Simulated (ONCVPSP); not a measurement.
caesium (Cs), ONCV: configuration errors across variants

| Quantity | Value |
| --- | --- |
| Element | Cs (Z = 55) |
| Generator | ONCVPSP 4.0.1 |
| Type | optimised norm-conserving Vanderbilt (ONCV) |
| Functional | LDA (Perdew-Zunger) |
| Relativity | scalar-relativistic |
| Frozen core | [Kr] 4d10 |
| Valence charge | 9 |
| Reference configuration | 5s2 5p6 6s0.5 (charge +0.5) |
| Partial waves | 5s+6s: rc 3.15 bohr, ncon 5, nbas 8, qcut 4.2 1/bohr, 3 projectors, debl 2.3 Ha; 5p: rc 1.90 bohr, ncon 4, nbas 8, qcut 4.8 1/bohr, 1 projector; d scattering state at 0.02 Ha: rc 2.70 bohr, ncon 5, nbas 8, qcut 4.1 1/bohr, 2 projectors, debl 3.4 Ha |
| Local potential | polynomial inside 1.25 bohr (lpopt 5, dvloc0 0 Ha) |
| Core correction | Teter function, fcfact 5.75, rcfact 1.45 |

In the d channel the program set the typed energies aside and used 0.050, 3.450 Ha.

All-electron excitation energies from the reference (eV): (1) 5s2 5p6 6s1 -1.555; (2) 5s2 5p6 6s0 2.445; (3) 5s2 5p5 6s1 16.436.

1 further variants failed, have other tests or too few solved ones, and are left out.

A true bound ghost makes a file unfit for plane-wave use even where its test errors are small: the radial tests pick states by their node count and pass the ghost by.

Errors AE − PS in meV (a dash: test not solved or not reliable):

```csv
change,(1),(2),(3),bound ghosts,GHOST(+) flags above zero
base,0.0,-0.2,+24,"s, p",none
"d: ncon 4, nbas 7",0.0,-0.2,+24,"s, p",none
"core correction Teter function, fcfact 4.75, rcfact 1.7",0.0,-0.3,+2.6,"s, p",none
s: rc 3.92,+0.1,-0.1,+24,"s, p",none
"local potential polynomial inside 1.25 bohr (lpopt 5, dvloc0 6.5 Ha)",0.0,-0.3,-8.1,none,s
d: nproj 3,0.0,-0.2,+24,"s, p",d
p: rc 2.1,+0.1,-0.1,+27,"s, p",none
```

Q: Give the same row for: s: qcut 4.8; p: qcut 5.5; d: qcut 4.7.

A: 0.0, -0.1, +20; bound ghosts: s, p; GHOST(+) flags above zero: none.
